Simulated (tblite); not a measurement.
C₇H₁₄BN.
Numbering: `[BH2:1][N:2]1[CH2:3][CH2:4]/[C:5](=[CH:6]/[CH2:7][CH3:8])[CH2:9]1` (hydrogens: H10, H11 on B1; H12, H13 on C3; H14, H15 on C4; H16 on C6; H17, H18 on C7; H19, H20, H21 on C8; H22, H23 on C9)

Computed with GFN2-xTB (tblite), gas phase: L-BFGS steps from a force-field or distance-geometry start until the largest atomic force falls under 0.01 eV/Å.

Geometry at step 29:
```
atom  x, y, z in Å
B1     -2.7903    1.4018   -0.4255
N2     -2.1924    0.3155    0.2102
C3     -2.2891   -0.9968   -0.3913
C4     -0.8954   -1.2489   -0.9322
C5     -0.0553   -0.5352    0.1106
C6      1.2603   -0.6564    0.0584
C7      2.3654   -0.0454    0.8506
C8      3.2404    0.8623   -0.0521
C9     -0.9596    0.3051    0.9984
H10    -2.9530    2.3895    0.1836
H11    -3.0149    1.3054   -1.5907
H12    -3.0729   -0.9904   -1.1402
H13    -2.5021   -1.7327    0.4013
H14    -0.7099   -0.8056   -1.9210
H15    -0.6235   -2.3014   -0.9476
H16     1.5978   -1.3102   -0.7344
H17     2.9503   -0.8733    1.2803
H18     1.9286    0.5088    1.6837
H19     4.2063    0.3901   -0.2069
H20     3.3881    1.8293    0.4300
H21     2.7875    1.0179   -1.0397
H22    -1.0652   -0.1250    2.0115
H23    -0.6061    1.3224    1.1731
```

**Question.** What forces act on the atoms?

**Answer.** 
```csv
atom,Fx (eV/Å),Fy (eV/Å),Fz (eV/Å)
B1,0.268,0.099,-0.030
N2,0.032,0.106,0.095
C3,0.069,-0.001,-0.053
C4,0.363,-0.042,0.371
C5,0.263,0.344,0.052
C6,0.070,-0.171,-0.216
C7,-0.313,0.003,0.117
C8,-0.121,-0.216,0.215
C9,-0.207,-0.026,-0.060
H10,0.253,0.165,-0.137
H11,-0.546,-0.002,0.463
H12,-0.105,-0.188,-0.043
H13,-0.144,0.078,-0.191
H14,-0.262,-0.112,0.246
H15,-0.081,-0.120,-0.222
H16,0.292,-0.079,-0.069
H17,0.049,0.326,-0.120
H18,0.133,0.143,-0.040
H19,0.069,0.107,-0.035
H20,0.033,-0.124,-0.169
H21,0.008,-0.019,0.410
H22,-0.226,-0.291,-0.301
H23,0.104,0.020,-0.286
```

The largest, 0.72 eV/Å, acts on H11; the rms over all components is 0.197 eV/Å. The forces sum to zero within rounding, as they must for an isolated molecule in no field.

**Question.** Give the force on H11 in Eh/bohr and in nN.

**Answer.** 0.716 eV/Å ÷ 51.422 = 0.01392 Eh/bohr, and 0.716 eV/Å × 1.602 = 1.15 nN.

**Question.** How far is this geometry from the end of the optimisation?

**Answer.** 0.774 eV above it, and 0.467 Å rms away after alignment. The bonds farthest from their final lengths, with half the difference of the two atoms' forces along the bond (positive lengthens):

```json
{"bond": "C7–C8", "now (Å)": "1.551", "final (Å)": "1.529", "force along bond (eV/Å)": "-0.04"}
{"bond": "B1–N2", "now (Å)": "1.393", "final (Å)": "1.374", "force along bond (eV/Å)": "-0.02"}
{"bond": "B1–H11", "now (Å)": "1.191", "final (Å)": "1.172", "force along bond (eV/Å)": "-0.16"}
{"bond": "C3–C4", "now (Å)": "1.516", "final (Å)": "1.531", "force along bond (eV/Å)": "+0.06"}
{"bond": "N2–C9", "now (Å)": "1.463", "final (Å)": "1.452", "force along bond (eV/Å)": "-0.14"}
{"bond": "C5–C9", "now (Å)": "1.521", "final (Å)": "1.509", "force along bond (eV/Å)": "0.00"}
```

The angle farthest from its final value is B1–N2–C3, 119.3° against 127.1°.

Of the 6 listed bonds off by 0.010 Å or more, this force points towards the final length in 5.

The cost below is that of the whole relaxation. Hardware: an Arm Neoverse V1 with one thread, no GPU (shared host). Cost: 1.1 s wall.
